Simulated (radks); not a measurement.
The mean radii <r> (bohr) of the occupied orbitals of an atom or ion are listed with their occupations. Method: scalar-relativistic Kohn-Sham, r2SCAN, spin-polarised, spherical densities, finite nucleus; meta-GGA in the generalised Kohn-Sham scheme; Fermi nuclear charge, rms radius of each element as measured or else 0.836 A^(1/3) + 0.57 fm; computed with a radial shooting solver on a logarithmic mesh with Libxc functionals.

orbital  occ.     <r>
1s up       1  0.5756
1s down     1  0.5760
3s up       1   9.796

Name the element and its charge. Open shells, if any, are filled with parallel spins first.

Answer. Z = 3, lithium, charge 0: Li in [He] 3s1. The 1s radius gives Z: for a bare nucleus <r> = (2 gamma + 1)/(2Z) with gamma = sqrt(1 - (Z/c)^2), 0.4999 bohr for Z = 3, and screening makes it slightly larger (0.5756 here). The occupations add up to 3, and the charge is Z minus that.
